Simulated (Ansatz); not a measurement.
**Nudged elastic band run: ClFH$_{4}$O$_{2}$Si**

The input (input.yaml):

```yaml
crystal:
  periodic: [false, false, false]
  atoms:
    - { symbol: Si, position_ang: [-0.401332, 0.214707, 0.112164] }
    - { symbol: H, position_ang: [-0.141329, 0.55715, 1.508543] }
    - { symbol: F, position_ang: [0.93505, -0.255825, -0.68835] }
    - { symbol: O, position_ang: [-0.979805, 1.575297, -0.609692] }
    - { symbol: H, position_ang: [-1.272048, 1.527852, -1.528248] }
    - { symbol: Cl, position_ang: [-1.778165, -1.319124, -0.146373] }
    - { symbol: O, position_ang: [0.956232, -2.016115, 1.459362] }
    - { symbol: H, position_ang: [1.557607, -1.942861, 0.70392] }
    - { symbol: H, position_ang: [0.294991, -2.65468, 1.155775] }
basis:
  gaussian: { orbitals: def2-SVP }
hamiltonian:
  xc: b3lyp
  dispersion: d4
neb:
  order_check: false
  images: 9
  f_tol: 0.03
  max_iterations: 60
  final_atoms:
    - { symbol: Si, position_ang: [-0.52702617, -0.45339992, -0.61823736] }
    - { symbol: H, position_ang: [2.04793073, -0.59430144, 2.99790697] }
    - { symbol: F, position_ang: [0.89069931, -0.07343969, -1.29056329] }
    - { symbol: O, position_ang: [-1.38782524, 0.90890851, -0.35885507] }
    - { symbol: H, position_ang: [-1.32385594, 1.61768652, -1.00954121] }
    - { symbol: Cl, position_ang: [-1.44140844, -1.74277765, -1.93828957] }
    - { symbol: O, position_ang: [-0.3271204, -1.17900482, 0.83315825] }
    - { symbol: H, position_ang: [-0.23334836, -2.13899117, 0.84984376] }
    - { symbol: H, position_ang: [1.47315551, -0.65827934, 2.50167853] }
  initial_path:
    images:
      - { positions_ang: [[-0.401332, 0.214707, 0.112164], [-0.141329, 0.55715, 1.508543], [0.93505, -0.255825, -0.68835], [-0.979805, 1.575297, -0.609692], [-1.272048, 1.527852, -1.528248], [-1.778165, -1.319124, -0.146373], [0.956232, -2.016115, 1.459362], [1.557607, -1.942861, 0.70392], [0.294991, -2.65468, 1.155775]] }
      - { positions_ang: [[-0.3198111, 0.16853632, 0.08372784], [-0.10132266, 0.46332182, 1.56207903], [1.04587614, -0.22240342, -0.67057583], [-0.93671806, 1.52863133, -0.61705887], [-1.36443418, 1.44742919, -1.38835348], [-1.63506493, -1.40796476, -0.23890142], [0.90796174, -1.95806455, 1.30221027], [1.25682582, -2.04760848, 0.66081525], [0.31788823, -2.28547645, 1.27315821]] }
      - { positions_ang: [[-0.23829021, 0.12236564, 0.05529168], [-0.06131631, 0.36949363, 1.61561505], [1.15670227, -0.18898184, -0.65280165], [-0.89363113, 1.48196567, -0.62442573], [-1.45682036, 1.36700639, -1.24845897], [-1.49196486, -1.49680551, -0.33142984], [0.85969148, -1.90001411, 1.14505854], [0.95604465, -2.15235597, 0.61771049], [0.34078546, -1.91627289, 1.39054143]] }
      - { positions_ang: [[-0.15676931, 0.07619496, 0.02685552], [-0.02130997, 0.27566545, 1.66915108], [1.26752841, -0.15556026, -0.63502748], [-0.85054419, 1.4353, -0.6317926], [-1.54920654, 1.28658358, -1.10856445], [-1.34886478, -1.58564627, -0.42395826], [0.81142121, -1.84196366, 0.98790681], [0.65526347, -2.25710345, 0.57460574], [0.36368269, -1.54706934, 1.50792464]] }
      - { positions_ang: [[-0.07524842, 0.03002428, -0.00158064], [0.01869638, 0.18183726, 1.72268711], [1.37835455, -0.12213868, -0.61725331], [-0.80745725, 1.38863433, -0.63915947], [-1.64159271, 1.20616077, -0.96866993], [-1.20576471, -1.67448702, -0.51648668], [0.76315095, -1.78391322, 0.83075508], [0.3544823, -2.36185094, 0.53150098], [0.38657992, -1.17786578, 1.62530785]] }
      - { positions_ang: [[0.00627248, -0.0161464, -0.0300168], [0.05870272, 0.08800908, 1.77622313], [1.48918068, -0.0887171, -0.59947913], [-0.76437032, 1.34196867, -0.64652633], [-1.73397889, 1.12573796, -0.82877542], [-1.06266464, -1.76332778, -0.6090151], [0.71488069, -1.72586277, 0.67360336], [0.05370112, -2.46659842, 0.48839623], [0.40947715, -0.80866223, 1.74269107]] }
      - { positions_ang: [[-0.10038725, -0.10359711, -0.14766091], [0.45654832, -0.04845303, 2.0205599], [1.36948441, -0.08566162, -0.73769597], [-0.8890613, 1.25535664, -0.58899208], [-1.6519543, 1.22412767, -0.86492857], [-1.1384134, -1.75921775, -0.87486999], [0.50648047, -1.61649118, 0.70551433], [-0.00370877, -2.40107697, 0.56068573], [0.62221282, -0.77858565, 1.89448856]] }
      - { positions_ang: [[-0.20704698, -0.19104781, -0.26530502], [0.85439393, -0.18491513, 2.26489667], [1.24978813, -0.08260614, -0.8759128], [-1.01375229, 1.1687446, -0.53145783], [-1.56992971, 1.32251739, -0.90108173], [-1.21416216, -1.75510773, -1.14072489], [0.29808025, -1.50711959, 0.73742531], [-0.06111867, -2.33555552, 0.63297524], [0.83494849, -0.74850907, 2.04628605]] }
      - { positions_ang: [[-0.31370671, -0.27849851, -0.38294914], [1.25223953, -0.32137723, 2.50923344], [1.13009186, -0.07955065, -1.01412963], [-1.13844327, 1.08213257, -0.47392358], [-1.48790512, 1.4209071, -0.93723489], [-1.28991092, -1.7509977, -1.40657978], [0.08968004, -1.397748, 0.76933629], [-0.11852857, -2.27003407, 0.70526475], [1.04768417, -0.71843249, 2.19808355]] }
      - { positions_ang: [[-0.42036644, -0.36594922, -0.50059325], [1.65008513, -0.45783934, 2.7535702], [1.01039559, -0.07649517, -1.15234646], [-1.26313426, 0.99552054, -0.41638933], [-1.40588053, 1.51929681, -0.97338805], [-1.36565968, -1.74688767, -1.67243468], [-0.11872018, -1.28837641, 0.80124727], [-0.17593846, -2.20451262, 0.77755425], [1.26041984, -0.68835592, 2.34988104]] }
      - { positions_ang: [[-0.52702617, -0.45339992, -0.61823736], [2.04793073, -0.59430144, 2.99790697], [0.89069931, -0.07343969, -1.29056329], [-1.38782524, 0.90890851, -0.35885507], [-1.32385594, 1.61768652, -1.00954121], [-1.44140844, -1.74277765, -1.93828957], [-0.3271204, -1.17900482, 0.83315825], [-0.23334836, -2.13899117, 0.84984376], [1.47315551, -0.65827934, 2.50167853]] }
```

Command:

```bash
$ ansatz run input.yaml --threads 2 --pin off --max-ram 3072MiB --backend cpu --events-out ev --progress --plain --runs-dir out
```

Output, in part (warnings, iteration lines, the closing report on the highest movable image, with atoms numbered from 0):

```
NEB end point (image 0): max|allowed force component| = 2.995e-2 eV/Å (the criterion of neb.relax_end_points is 1.000e-2)
NEB end point (image 10): max|allowed force component| = 1.850e-2 eV/Å (the criterion of neb.relax_end_points is 1.000e-2)
NEB iter   1: max|band force component| = 8.894e1 eV/Å  barrier→ = 22.5693 eV  barrier← = 23.2091 eV  Δτ_max = 0.2000 Å  (286 SCF iters)
NEB iter   2: max|band force component| = 6.879e1 eV/Å  barrier→ = 11.3812 eV  barrier← = 12.0210 eV  Δτ_max = 0.2000 Å  (265 SCF iters)
NEB iter   3: max|band force component| = 1.361e1 eV/Å  barrier→ = 2.5337 eV  barrier← = 3.1735 eV  Δτ_max = 0.2000 Å  (250 SCF iters)
NEB iter   4: max|band force component| = 9.019e0 eV/Å  barrier→ = 1.9180 eV  barrier← = 2.5578 eV  Δτ_max = 0.2000 Å  (249 SCF iters)
NEB iter   5: max|band force component| = 4.027e0 eV/Å  barrier→ = 1.9134 eV  barrier← = 2.5532 eV  Δτ_max = 0.1968 Å  (248 SCF iters)
NEB iter   6: max|band force component| = 2.816e0 eV/Å  barrier→ = 1.8728 eV  barrier← = 2.5126 eV  Δτ_max = 0.1946 Å  (241 SCF iters)
NEB iter   7: max|band force component| = 1.881e0 eV/Å  barrier→ = 1.8544 eV  barrier← = 2.4942 eV  Δτ_max = 0.1936 Å  (243 SCF iters)
NEB iter   8: max|band force component| = 3.100e1 eV/Å  barrier→ = 5.5241 eV  barrier← = 6.1639 eV  Δτ_max = 0.0986 Å  (243 SCF iters)
NEB iter   9: max|band force component| = 1.104e1 eV/Å  barrier→ = 2.0971 eV  barrier← = 2.7369 eV  Δτ_max = 0.1984 Å  (242 SCF iters)
NEB iter  10: max|band force component| = 3.790e0 eV/Å  barrier→ = 1.5253 eV  barrier← = 2.1651 eV  Δτ_max = 0.2000 Å  (252 SCF iters)
NEB iter  11: max|band force component| = 2.639e0 eV/Å  barrier→ = 1.5379 eV  barrier← = 2.1777 eV  Δτ_max = 0.2000 Å  (252 SCF iters)
NEB iter  12: max|band force component| = 1.341e0 eV/Å  barrier→ = 1.3352 eV  barrier← = 1.9750 eV  Δτ_max = 0.1996 Å  (258 SCF iters)
NEB iter  13: max|band force component| = 4.675e0 eV/Å  barrier→ = 1.6519 eV  barrier← = 2.2917 eV  Δτ_max = 0.1041 Å  (256 SCF iters)
NEB iter  14: max|band force component| = 2.680e0 eV/Å  barrier→ = 0.9522 eV  barrier← = 1.5920 eV  Δτ_max = 0.2000 Å  (247 SCF iters)
NEB iter  15: max|band force component| = 5.324e0 eV/Å  barrier→ = 0.9328 eV  barrier← = 1.5726 eV  Δτ_max = 0.0995 Å  (249 SCF iters)
NEB iter  16: max|band force component| = 1.056e0 eV/Å  barrier→ = 0.9642 eV  barrier← = 1.6040 eV  Δτ_max = 0.2000 Å  (242 SCF iters)
NEB iter  17: max|band force component| = 5.793e-1 eV/Å  barrier→ = 0.8700 eV  barrier← = 1.5098 eV  CI = image 5  Δτ_max = 0.2000 Å  (247 SCF iters)
NEB iter  18: max|band force component| = 5.482e0 eV/Å  barrier→ = 1.1126 eV  barrier← = 1.7524 eV  CI = image 5  Δτ_max = 0.1020 Å  (240 SCF iters)
NEB iter  19: max|band force component| = 1.612e0 eV/Å  barrier→ = 1.2733 eV  barrier← = 1.9131 eV  CI = image 5  Δτ_max = 0.2000 Å  (251 SCF iters)
NEB iter  20: max|band force component| = 2.727e0 eV/Å  barrier→ = 1.3418 eV  barrier← = 1.9816 eV  CI = image 5  Δτ_max = 0.2000 Å  (249 SCF iters)
NEB iter  21: max|band force component| = 3.700e0 eV/Å  barrier→ = 1.5248 eV  barrier← = 2.1646 eV  CI = image 5  Δτ_max = 0.2000 Å  (248 SCF iters)
NEB iter  22: max|band force component| = 3.138e0 eV/Å  barrier→ = 1.6841 eV  barrier← = 2.3239 eV  CI = image 5  Δτ_max = 0.2000 Å  (260 SCF iters)
NEB iter  23: max|band force component| = 2.326e0 eV/Å  barrier→ = 1.8251 eV  barrier← = 2.4649 eV  CI = image 5  Δτ_max = 0.2000 Å  (252 SCF iters)
NEB iter  24: max|band force component| = 9.510e-1 eV/Å  barrier→ = 1.6395 eV  barrier← = 2.2793 eV  CI = image 5  Δτ_max = 0.2000 Å  (250 SCF iters)
NEB iter  25: max|band force component| = 2.214e0 eV/Å  barrier→ = 1.6467 eV  barrier← = 2.2865 eV  CI = image 5  Δτ_max = 0.1011 Å  (254 SCF iters)
NEB iter  26: max|band force component| = 1.202e0 eV/Å  barrier→ = 1.5636 eV  barrier← = 2.2034 eV  CI = image 5  Δτ_max = 0.2000 Å  (236 SCF iters)
NEB iter  27: max|band force component| = 1.366e0 eV/Å  barrier→ = 1.5516 eV  barrier← = 2.1914 eV  CI = image 5  Δτ_max = 0.1019 Å  (240 SCF iters)
NEB iter  28: max|band force component| = 6.955e-1 eV/Å  barrier→ = 1.5447 eV  barrier← = 2.1845 eV  CI = image 5  Δτ_max = 0.1968 Å  (236 SCF iters)
NEB iter  29: max|band force component| = 1.773e0 eV/Å  barrier→ = 1.5431 eV  barrier← = 2.1829 eV  CI = image 5  Δτ_max = 0.1028 Å  (242 SCF iters)
NEB iter  30: max|band force component| = 5.408e-1 eV/Å  barrier→ = 1.5423 eV  barrier← = 2.1821 eV  CI = image 5  Δτ_max = 0.2000 Å  (238 SCF iters)
NEB iter  31: max|band force component| = 8.345e-1 eV/Å  barrier→ = 1.5419 eV  barrier← = 2.1817 eV  CI = image 5  Δτ_max = 0.1036 Å  (243 SCF iters)
NEB iter  32: max|band force component| = 2.039e-1 eV/Å  barrier→ = 1.5418 eV  barrier← = 2.1816 eV  CI = image 5  Δτ_max = 0.1997 Å  (234 SCF iters)
NEB iter  33: max|band force component| = 8.463e-1 eV/Å  barrier→ = 1.5418 eV  barrier← = 2.1816 eV  CI = image 5  Δτ_max = 0.0983 Å  (239 SCF iters)
NEB iter  34: max|band force component| = 2.916e-1 eV/Å  barrier→ = 1.5417 eV  barrier← = 2.1815 eV  CI = image 5  Δτ_max = 0.1925 Å  (226 SCF iters)
NEB iter  35: max|band force component| = 4.118e-1 eV/Å  barrier→ = 1.5417 eV  barrier← = 2.1815 eV  CI = image 5  Δτ_max = 0.0989 Å  (239 SCF iters)
NEB iter  36: max|band force component| = 2.275e-1 eV/Å  barrier→ = 1.5416 eV  barrier← = 2.1814 eV  CI = image 5  Δτ_max = 0.0991 Å  (228 SCF iters)
NEB iter  37: max|band force component| = 3.200e-1 eV/Å  barrier→ = 1.5416 eV  barrier← = 2.1814 eV  CI = image 5  Δτ_max = 0.0502 Å  (236 SCF iters)
NEB iter  38: max|band force component| = 2.306e-1 eV/Å  barrier→ = 1.5416 eV  barrier← = 2.1814 eV  CI = image 5  Δτ_max = 0.0482 Å  (231 SCF iters)
NEB iter  39: max|band force component| = 2.242e-1 eV/Å  barrier→ = 1.5415 eV  barrier← = 2.1813 eV  CI = image 5  Δτ_max = 0.0474 Å  (232 SCF iters)
NEB iter  40: max|band force component| = 2.030e-1 eV/Å  barrier→ = 1.5415 eV  barrier← = 2.1813 eV  CI = image 5  Δτ_max = 0.0436 Å  (225 SCF iters)
NEB iter  41: max|band force component| = 1.337e-1 eV/Å  barrier→ = 1.5415 eV  barrier← = 2.1813 eV  CI = image 5  Δτ_max = 0.0262 Å  (228 SCF iters)
NEB iter  42: max|band force component| = 6.955e-2 eV/Å  barrier→ = 1.5415 eV  barrier← = 2.1813 eV  CI = image 5  Δτ_max = 0.0501 Å  (218 SCF iters)
NEB iter  43: max|band force component| = 5.823e-2 eV/Å  barrier→ = 1.5415 eV  barrier← = 2.1813 eV  CI = image 5  Δτ_max = 0.0501 Å  (214 SCF iters)
NEB iter  44: max|band force component| = 6.251e-2 eV/Å  barrier→ = 1.5415 eV  barrier← = 2.1813 eV  CI = image 5  Δτ_max = 0.0250 Å  (210 SCF iters)
NEB iter  45: max|band force component| = 2.578e-2 eV/Å  barrier→ = 1.5415 eV  barrier← = 2.1813 eV  CI = image 5  Δτ_max = 0.0000 Å  (432 SCF iters)
Total energy: -27268.50390657 eV, -1002.0990353106 hartree
Atom 0 at     0.007502    -0.242026    -0.071572 Å, force     0.000170    -0.000122    -0.000188 eV/Å
Atom 1 at     0.698703     0.345219     1.344623 Å, force     0.000115    -0.000022     0.000048 eV/Å
Atom 2 at     1.436817    -0.102505    -0.824471 Å, force     0.000041    -0.000032    -0.000132 eV/Å
Atom 3 at    -1.055274     1.015491    -0.027582 Å, force    -0.000103    -0.000227     0.000098 eV/Å
Atom 4 at    -1.728328     0.962878    -0.721581 Å, force    -0.000103     0.000007    -0.000072 eV/Å
Atom 5 at    -0.957756    -1.466363    -1.527285 Å, force     0.000032     0.000177    -0.000042 eV/Å
Atom 6 at    -0.006530    -1.580207     1.161798 Å, force    -0.000298    -0.000031     0.000165 eV/Å
Atom 7 at     0.183363    -2.518845     0.982571 Å, force    -0.000011     0.000034    -0.000152 eV/Å
Atom 8 at     0.592704    -0.727240     1.650601 Å, force     0.000157     0.000215     0.000274 eV/Å
Dipole moment:    -0.046909    -0.414898     0.395231 e Å
```

The forces met the threshold. Neighbouring images differ by up to 1.9 eV, so the band resolves the path poorly. A vibrational analysis at the climbing image gives one clearly imaginary mode, 1346i cm⁻¹: a first-order saddle point. The orbitals stay closed-shell, which can raise the energy where a bond breaks towards radicals; this wasn't checked here.

Final band (atoms are numbered from 1 in the order of the input):

```tsv
image	path coordinate (Å)	energy (eV)	Si1–H2 (Å)	O7–H9 (Å)	Si1–O7 (Å)
0	0.00	0.00	1.46	0.97	2.94
1	1.02	0.05	1.46	0.97	2.90
2	2.04	0.10	1.46	0.97	2.92
3	3.05	0.32	1.47	0.97	2.53
4	4.07	0.69	1.49	0.97	2.11
5	5.09	1.54	1.68	1.15	1.82
6	6.15	-0.32	2.52	1.99	1.65
7	7.21	-0.61	3.44	2.60	1.63
8	8.27	-0.62	3.72	2.57	1.63
9	9.32	-0.63	4.04	2.52	1.63
10	10.38	-0.64	4.44	2.51	1.63
```

The run took 12 min on 2 threads of AMD EPYC 7R43 64-Core Processor (Zen 3), with other jobs on the host, peak memory 0.24 GiB.
